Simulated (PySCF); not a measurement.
## How methods differ on the excitation energy of S+

S+ [Ne] 3s2 3p3 (4S) → S+ [Ne] 3s2 3p2 3d1 (high-spin determinant), as a difference of total energies. Computed with PySCF 2.14 in aug-cc-pCVTZ-DK (8s7p5d3f, 75 functions), with the spin-free X2C one-electron Hamiltonian (Gaussian nucleus). Correlated levels: nothing frozen. The calculations carry no spin-orbit coupling.

| method | excitation energy (cm⁻¹) |
| --- | --- |
| UHF | 117540 |
| MP2 (all electrons) | 115540 |
| SCS-MP2 (all electrons) | 115210 |
| CCSD (all electrons) | 116740 |
| CCSD(T) (all electrons) | 112500 |

A first-order spin-orbit estimate (lowest level to lowest level, LS coupling) adds -0.039 eV.

The promoted electron is Rydberg-like, and one or two diffuse shells describe it only roughly, which tends to raise the upper state.

The coupled-cluster amplitudes are large for the upper state (T1 above 0.03 or a double amplitude above 0.15), so a single reference is strained.

The determinant of the upper state mixes LS terms, which raises its energy above the lowest term, most at the Hartree-Fock and MP2 levels.
